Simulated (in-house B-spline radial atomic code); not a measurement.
**RPA and G0W0 on PBEsol: the bromine ion Br²⁺**

Configuration [Ar] 3d10 4s2 4p3, highest spin, mean-field start PBEsol. Computed with an all-electron radial atomic-structure program (B-spline basis): all electrons, non-relativistic, point nucleus, each spin shell either full or empty, empty states to l = 9 with an (l + 1/2)⁻⁴ tail; G0W0 by contour deformation at full frequency.

Command:
```bash
python run_gw.py task.json out
```
Settings (radii: box in bohr, nucleus in fm):
```
Z                        35
electrons                33
configuration            [Ar] 3d10 4s2 4p3
hamiltonian              nr
method                   pbesol
lmax                     9
spin_polarised           True
box_radius               17.55
intervals                52
```

Run time, properties included: 4 s on 1 thread of Arm Neoverse N1, on a shared host.

Energies (hartree):

```csv
term,value
mean-field total,-2570.89661
Hartree-Fock functional on these orbitals,-2571.27994
direct second order,-2.8061
second-order exchange,0.81998
SOSEX correction,0.75027
```

Q: What is the RPA correlation energy, and what remains with SOSEX?

A: RPA gives -2.4214 hartree (-2 eV per electron); RPA + SOSEX gives -1.6711, and the second-order doubles -1.9862 hartree (no singles). RPA lacks exchange-type terms and so overcorrelates at short range.

Quasi-particle levels (eV):

```tsv
level	occupied	mean field	Σx - vxc	Σc	QP weight	G0W0
4p up	yes	-29.389	-5.66	?	?	?
4s down	yes	-38.93	-3.53	-2.16	0.921	-44.62
4p down	no	-26.141	7.14	-2.82	0.927	-21.823
```

G0W0 = mean field + (Σx - vxc) + Σc, with Σc (partial-wave tail included) taken at the quasi-particle energy. Only the outer levels were computed. Levels of low weight are left out.

Q: Where does G0W0 put 4p up?

A: At -35.24 eV, with Σc = -0.19 eV and a quasi-particle weight of 0.924. The tabulated removal energy is 34.871 ± 0.019 eV (NIST, measured); the calculation leaves out relativity, Breit and QED terms, and what these don't explain is the method's own error.
